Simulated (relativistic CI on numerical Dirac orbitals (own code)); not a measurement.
What each ingredient does to the levels of Tc XXIII

Base calculation: Dirac-Coulomb-Breit CI, KLI orbitals optimised for each configuration, model QED (radiative potential, 1s self-energy scaled to tabulated hydrogen-like ionisation energies), unscaled Slater integrals.

Configuration list (outside the closed core [Ne]): 3s2.3p6.3d3, 3s2.3p5.3d4, 3s.3p6.3d4, 3s2.3p6.3d2.4s, 3s2.3p6.3d2.4p, 3s2.3p6.3d2.4d, 3s2.3p6.3d2.4f, 3s2.3p5.3d3.4s, 3s2.3p5.3d3.4p, 3s2.3p6.3d.4s.4p, 3s.3p6.3d3.4s, 3s2.3p6.3d2.5s, 3p6.3d5, 3p5.3d6, 3s2.3p6.3d.4s2, 3s2.3p6.4s2.4p, 3s2.3p6.4s2.4d, 3s2.3p6.4s2.4f. Double excitations out of closed p, d and f shells are left out; levels of such configurations are missing from the list, as are those of other unlisted configurations, and high levels can miss mixing partners. These lack a partner that the ground configuration has and come out too high: 3s2.3p5.3d3.4s, 3s2.3p5.3d3.4p.

Variants: (1) QED terms removed; (2) non-relativistic limit. Shifts of the energy above 3s2.3p6.3d3 4F_3/2, in cm⁻¹, for the lowest level and the first level of each name with at least 55 % of one term (blank where a level changes its place among those of its configuration and J or its character, or is not in the variant):

```csv
Level,Base,Δ(1),Δ(2)
3s2.3p6.3d3 4F_3/2,0,0,0
3s2.3p6.3d3 4F_5/2,19318,-81,-19318
3s2.3p6.3d3 4F_7/2,36979,-131,-36979
3s2.3p6.3d3 4F_9/2,51094,-148,-51094
3s2.3p6.3d3 4P_1/2,73362,-67,-18685
3s2.3p6.3d3 2G_7/2,90466,-135,-30565
3s2.3p6.3d3 4P_5/2,99425,-151,-44748
3s2.3p6.3d3 2P_1/2,120546,-174,-41728
3s2.3p6.3d3 2H_11/2,128828,-187,-47363
3s2.3p6.3d3 2D_5/2,138398,-198,-54695
3s2.3p6.3d3 2P_3/2,160207,-282,
3s2.3p6.3d3 2F_7/2,175337,-161,-40051
3s2.3p6.3d3 2F_5/2,176522,-136,-41237
3s2.3p5.3d4 6D°_5/2,1026153,+271,-88095
```

At this charge energies of transitions that change n are usually good to better than 1 %, and those within a shell (Δn = 0) to a few per cent. Terms inside the open d or f shell come out 10 to 20 % too wide with unscaled integrals.

Ionisation energy from the two ground configurations alone: base 1032.72 eV. The NIST ASD value (theoretical) is 1032 eV.

LS names give the leading component of a level, which can be under half, so a name can repeat, a term be missing and a line seem to break the LS rules.
